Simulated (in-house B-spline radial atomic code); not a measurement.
Tc⁺. Computed with a B-spline radial atomic code. Model: all-electron spherical atom, spin shells full or empty, radial basis limit, no spin-orbit coupling, Breit or QED, empty-state partial waves extrapolated as (l+1/2)^-4, RPA, G0W0 and static COHSEX of the highest shell as one setting changes (uncorrelated shells keep exact exchange).

In a row where one electron alone is correlated, RPA and GW hold only self-correlation.

Given: element Tc; charge 1; filled core Kr; hamiltonian one-electron scalar X2C; mean-field start HSE06; highest l of empty states 9; nuclear rms radius 4.4112 fm; highest mean-field shell 5s up.

Shell: 4d 5 0, 5s 1 0 (electrons up and down).

```json
{"lowest nl shells left uncorrelated": "0", "RPA correlation energy (hartree)": "-3.0763", "G0W0 level (eV)": "-15.824", "G0W0 minus most complete (meV)": "0", "COHSEX level (eV)": "-17.225"}
{"lowest nl shells left uncorrelated": "1", "RPA correlation energy (hartree)": "-2.912", "G0W0 level (eV)": "-15.824", "G0W0 minus most complete (meV)": "0.1", "COHSEX level (eV)": "-17.225"}
{"lowest nl shells left uncorrelated": "2", "RPA correlation energy (hartree)": "?", "G0W0 level (eV)": "?", "G0W0 minus most complete (meV)": "?", "COHSEX level (eV)": "?"}
{"lowest nl shells left uncorrelated": "3", "RPA correlation energy (hartree)": "-2.1945", "G0W0 level (eV)": "-15.824", "G0W0 minus most complete (meV)": "0.6", "COHSEX level (eV)": "-17.224"}
{"lowest nl shells left uncorrelated": "4", "RPA correlation energy (hartree)": "-2.0193", "G0W0 level (eV)": "-15.835", "G0W0 minus most complete (meV)": "-10.5", "COHSEX level (eV)": "-17.247"}
{"lowest nl shells left uncorrelated": "5", "RPA correlation energy (hartree)": "?", "G0W0 level (eV)": "?", "G0W0 minus most complete (meV)": "?", "COHSEX level (eV)": "?"}
{"lowest nl shells left uncorrelated": "6", "RPA correlation energy (hartree)": "-0.74088", "G0W0 level (eV)": "-15.778", "G0W0 minus most complete (meV)": "45.7", "COHSEX level (eV)": "-17.158"}
{"lowest nl shells left uncorrelated": "7", "RPA correlation energy (hartree)": "-0.59905", "G0W0 level (eV)": "-15.804", "G0W0 minus most complete (meV)": "20", "COHSEX level (eV)": "-17.208"}
{"lowest nl shells left uncorrelated": "8", "RPA correlation energy (hartree)": "-0.19551", "G0W0 level (eV)": "-15.629", "G0W0 minus most complete (meV)": "195.4", "COHSEX level (eV)": "-16.957"}
{"lowest nl shells left uncorrelated": "9", "RPA correlation energy (hartree)": "-0.015611", "G0W0 level (eV)": "-15.032", "G0W0 minus most complete (meV)": "791.7", "COHSEX level (eV)": "-15.903"}
```

Q: What follows for lowest nl shells left uncorrelated = 2?

A: RPA correlation energy -2.725 hartree; G0W0 level -15.826 eV; G0W0 minus most complete -1.5 meV; COHSEX level -17.229 eV.

Q: What follows for lowest nl shells left uncorrelated = 5?

A: RPA correlation energy -1.5107 hartree; G0W0 level -15.827 eV; G0W0 minus most complete -3 meV; COHSEX level -17.236 eV.
